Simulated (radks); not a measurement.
Results of a calculation; reference values are marked as such.
Question: These are the eigenvalues of the occupied orbitals of an atom or ion with whole-number occupations (eV). Code: a radial shooting solver on a logarithmic mesh with Libxc functionals. Model: scalar-relativistic Kohn-Sham, r2SCAN, spin-polarised, spherical densities, finite nucleus; meta-GGA in the generalised Kohn-Sham scheme; Fermi nuclear charge, rms radius of each element as measured or else 0.836 A^(1/3) + 0.57 fm.

1s down: -5961.772
1s up: -5961.751
2s up: -736.3353
2s down: -734.9442
2p up: -626.9492
2p down: -625.8842
3s up: -134.2937
3s down: -130.9497
3p up: -103.7199
3p down: -100.3850
3d up: -56.4270
7d up: -4.9992

Which element is it, and in what charge state? The configuration may be excited. Open shells, if any, are filled with parallel spins first.

Answer: Z = 24, chromium, charge +3: Cr3+ in [Ar] 3d2 7d1. The list shows which subshells hold electrons but not how many an open one holds; the 1s level, -219.09 hartree, gives Z - s = 20.9 by -(Z - s)^2/2, which with screening and relativity narrows Z to a few neighbours, and the depths of the outer levels then fix element, charge and occupations together.
